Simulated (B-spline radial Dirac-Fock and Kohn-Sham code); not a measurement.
L-shell conversion coefficients of Cu against transition energy

Calculated with a radial finite-basis atomic code, using a Dirac-Hartree-Slater potential of the neutral atom with a Latter tail (no hole, which puts coefficients of high multipoles low close above an edge), finite nucleus with surface currents. Subshells within 1 keV of threshold and pair formation are left out.

```
energy (keV)        E1        E4        M1        M3        M4        M5
        12.3      2.61  2.04e+07      2.13     53300  6.84e+06  7.51e+08
          13      2.22  1.39e+07      1.80     38400  4.64e+06  4.84e+08
          20     0.629    697000     0.500      3180    238000  1.64e+07
        21.8     0.488    383000     0.387      1960    133000  8.39e+06
        42.8    0.0653      3610    0.0540      50.6      1610     51000
          50    0.0409      1250    0.0346      22.6       607     16300
        53.3    0.0337       810    0.0289      16.3       408     10300
        59.2    0.0245       399    0.0214      9.56       214      4810
        99.1   0.00511      13.6   0.00514     0.770      9.96       132
         100   0.00497      12.8   0.00501     0.737      9.45       124
         106   0.00416      8.85   0.00428     0.560      6.76      83.7
         136   0.00195      1.87   0.00220     0.178      1.67      16.1
         200  0.000612     0.189  0.000808    0.0326     0.212      1.42
         224  0.000438    0.0990  0.000607    0.0202     0.119     0.714
         500  4.80e-05   0.00162  8.87e-05  0.000911   0.00283   0.00887
         652  2.54e-05  0.000515  4.91e-05  0.000369  0.000964   0.00253
         657  2.49e-05  0.000499  4.83e-05  0.000359  0.000936   0.00244
         694  2.20e-05  0.000400  4.29e-05  0.000301  0.000758   0.00191
         771  1.75e-05  0.000266  3.42e-05  0.000215  0.000510   0.00121
         852  1.42e-05  0.000184  2.77e-05  0.000157  0.000354  0.000793
         855  1.41e-05  0.000182  2.75e-05  0.000156  0.000350  0.000781
        1000  1.03e-05  0.000105  1.99e-05  9.74e-05  0.000202  0.000416
        1020  9.90e-06  9.86e-05  1.92e-05  9.19e-05  0.000189  0.000385
        1190  7.44e-06  6.03e-05  1.41e-05  5.93e-05  0.000114  0.000215
        1280  6.53e-06  4.84e-05  1.22e-05  4.85e-05  9.01e-05  0.000165
        1860  3.55e-06  1.74e-05  6.08e-06  1.84e-05  2.99e-05  4.77e-05
        1960  3.27e-06  1.53e-05  5.53e-06  1.62e-05  2.59e-05  4.07e-05
        2000  3.18e-06  1.46e-05  5.34e-06  1.54e-05  2.45e-05  3.83e-05
```

Question: How fast do they fall between 1860 and 2000 keV?

Answer: As powers of the energy: E1 E^-1.51, E4 E^-2.48, M1 E^-1.78, M3 E^-2.42, M4 E^-2.74, M5 E^-3.05. Within one type (E or M) the higher multipoles fall faster.
